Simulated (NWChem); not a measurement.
Species: C4H7Al; SMILES [CH]([AlH][CH]=C)=C

```xyz
12

Al     0.0000     0.0000    -0.3527
H      0.0000     0.0000    -1.9473
C      1.7200     0.0015     0.5607
C      2.8665    -0.0008    -0.1412
H      1.8191     0.0038     1.6560
H      3.8573    -0.0006     0.3327
H      2.8745    -0.0030    -1.2393
C     -1.7200    -0.0015     0.5607
C     -2.8665     0.0008    -0.1412
H     -1.8191    -0.0038     1.6560
H     -3.8573     0.0006     0.3327
H     -2.8745     0.0030    -1.2393
```
Atoms are numbered in this order, from 1.

All runs: NWChem. All runs use the structure optimised with PBE0/def2-SVP. Not confirmed as a minimum by frequencies. Vertical excitations in the gas phase; the lowest state need not have the same character in each row.

| level | lowest excitation, singlet (eV) | oscillator strength of that lowest state | lowest state with f > 0.02, singlet (eV) | oscillator strength of that bright state | orbital gap (eV) |
|---|---|---|---|---|---|
| PBE/def2-SVP, full TDDFT | 4.20 | 0.000 | 4.88 | 0.201 | 4.09 |
| B3LYP/def2-SVP, full TDDFT | ___ | 0.000 | ___ | ___ | ___ |
| PBE0/def2-SVP, full TDDFT | 4.81 | 0.000 | 5.55 | 0.315 | 6.26 |

Q: What belongs in the gaps?

A: 
- B3LYP/def2-SVP, full TDDFT, lowest excitation, singlet (eV): 4.73
- B3LYP/def2-SVP, full TDDFT, lowest state with f > 0.02, singlet (eV): 5.36
- B3LYP/def2-SVP, full TDDFT, oscillator strength of that bright state: 0.296
- B3LYP/def2-SVP, full TDDFT, orbital gap (eV): 5.80
